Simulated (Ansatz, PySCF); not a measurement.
Energy difference R1 → 2 P1, each structure at its B3LYP-D3(BJ)/def2-TZVP stationary point, reached from a drawn start (curvature not checked).
P1: As2 (SMILES [As]#[As]), charge 0, multiplicity 1.
R1: As4 (SMILES [As]12[As]3[As]1[As]23), charge 0, multiplicity 1.

P less R. No zero-point or thermal terms; no spin–orbit coupling.

Correlated levels freeze the cores. In cc and def2 sets filled d and f shells under p-block atoms count as core.

Programs: Ansatz (Gaussian orbitals); PySCF for the D3/D4 terms. All values are computed, each at the level named.

```
level                     reaction energy (kcal/mol)
------------------------  --------------------------
PBE-D4/def2-TZVPP                              69.11
BLYP/def2-TZVPP                                45.29
BLYP-D3(BJ)/def2-TZVPP                         53.56
BHLYP-D3(BJ)/def2-TZVPP                        62.08
wB97M-V/def2-TZVPP                             63.76
B2PLYP-D3(BJ)/def2-TZVPP                       57.19
MP2/cc-pVQZ                                    63.51
SCS-MP2/cc-pVTZ                                    ?
CCSD(T)/cc-pVQZ                                    ?
```

Q: Complete the blanks.

A: 
- SCS-MP2/cc-pVTZ, reaction energy (kcal/mol): 53.24
- CCSD(T)/cc-pVQZ, reaction energy (kcal/mol): 55.80

Ansatz is a quantum-chemistry and plane-wave program.
